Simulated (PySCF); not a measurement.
Electron correlation in As²⁺ (arsenic, charge +2)

[Ar] 3d10 4s2 4p1, 2P determinant. Computed with PySCF 2.14 in ANO-RCC-VTZP, with the spin-free X2C one-electron Hamiltonian (Gaussian nucleus). Frozen: [Ne]; 21 electrons correlated.

| level | correlation energy (mhartree) |
| --- | --- |
| CCSD | -122.92 |
| (T) | -4.12 |
| CCSD(T) | -127.04 |

Diagnostics: T1 = 0.0054, D1 = 0.0225, largest double amplitude 0.093.

Cost of the coupled-cluster step: of the order of 4 core-seconds, for 21 correlated electrons.
